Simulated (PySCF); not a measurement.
# Löwdin shares of the frontier orbitals

Species: C5H7O2 (charge +1).
Z-matrix (Å and degrees, GFN2-xTB geometry), rows numbered from 1:
```
C 
O   1  1.4400
C   2  1.2576  1  119.99
C   3  1.3869  2  153.22  1    -1.71
C   4  1.3869  3   61.39  2  -179.10
O   5  1.2577  3  147.40  4  -179.19
C   6  1.4402  5  120.06  3   179.88
H   1  1.0906  2  108.89  3   -93.42
H   1  1.0890  2  111.48  3    28.43
H   1  1.0885  2  106.17  3   148.94
H   4  1.0667  3  149.30  5  -179.34
H   7  1.0892  6  111.51  5   -30.38
H   7  1.0907  6  109.05  5    91.54
H   7  1.0885  6  105.96  5  -150.73
```

Level of theory: PySCF, TDDFT CAM-B3LYP/def2-SVPD, vertical, gas phase, core orbitals frozen in the response.

Frontier orbitals with the atoms that hold most of them (Löwdin shares over 4%, at most four atoms; ? is withheld):

| orbital | ε (eV) | atoms |
| --- | --- | --- |
| HOMO-3 | -16.70 | O6 19%, O2 19%, C7 12%, C1 12% |
| HOMO-2 | -16.59 | O2 17%, O6 17%, C1 14%, C7 14% |
| HOMO-1 | -16.09 | ? |
| HOMO | ? | ? |
| LUMO | -4.53 | C4 43%, C5 17%, C3 17%, H11 8% |
| LUMO+1 | -3.68 | C3 29%, C5 29%, O2 14%, O6 14% |
| LUMO+2 | -3.23 | C5 19%, C3 19%, C4 16%, O6 8% |

Which atoms hold the HOMO, and with what shares?

C4 (bonded to 2 C and H) 21%; O2 (bonded to 2 C) 21%; O6 (bonded to 2 C) 21%; C5 (bonded to 2 C and O) 9%. By element: oxygen 41%, carbon 29% or more.

Which atoms hold the HOMO-1, and with what shares?

O6 (bonded to 2 C) 21%; O2 (bonded to 2 C) 20%; C5 (bonded to 2 C and O) 14%; C3 (bonded to 2 C and O) 14%. By element: oxygen 41%, carbon 29% or more.

What is the HOMO energy, and the HOMO–LUMO gap?

ε(HOMO) = -14.88 eV; the gap is 10.35 eV (0.3803 hartree).

The HOMO–LUMO gap is 10.35 eV. Where does the response calculation put the lowest singlet, and from which orbitals?

S1 is at 7.25 eV (f = 0.0012), 3.10 eV below the gap, made of HOMO-1→LUMO (89%). Its leading pair isn't HOMO and LUMO; the energies of that pair differ by 11.55 eV. Without the coupling terms of the response equations the lowest excitation would equal the gap.

One configuration dominates each of S1, S2 and S4. Which, and how do the shares of the two leading atoms of either orbital change from the occupied to the empty one?

- S1 (7.25 eV, f 0.0012), HOMO-1→LUMO (89%): O6 21% → at most 9%, O2 20% → at most 9%, C4 at most 15% → 43%, C5 14% → 17%
- S2 (7.37 eV, f 0.110), HOMO→LUMO (95%): C4 21% → 43%, O2 21% → at most 9%, C5 9% → 17%
- S4 (7.87 eV, f 0.457), HOMO→LUMO+1 (94%): C4 21% → at most 15%, O2 21% → 14%, C3 at most 9% → 29%, C5 9% → 29%

Löwdin shares depend on the basis, the more so with diffuse functions.

One conformer stands for the species.
